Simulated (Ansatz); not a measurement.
Name a neutral molecule of B, C, F and H with HOMO–LUMO gap (PBE0/def2-TZVPP) between 5.65 and 5.95 eV and LUMO energy (PBE0/def2-TZVPP) between -1.65 and -1.35 eV (Ansatz, PBE0-D4/def2-TZVP geometry).

`BCC#CF` (5.87 eV, -1.61 eV); `C/C=C1\CB1F` (5.91 eV, -1.60 eV); `C[C@@H](F)[C@@H]1BC1` (5.94 eV, -1.54 eV); `FB1CB1F` (5.71 eV, -1.62 eV). Other molecules can fit too; these were computed, each in one conformer that needn't be the lowest.
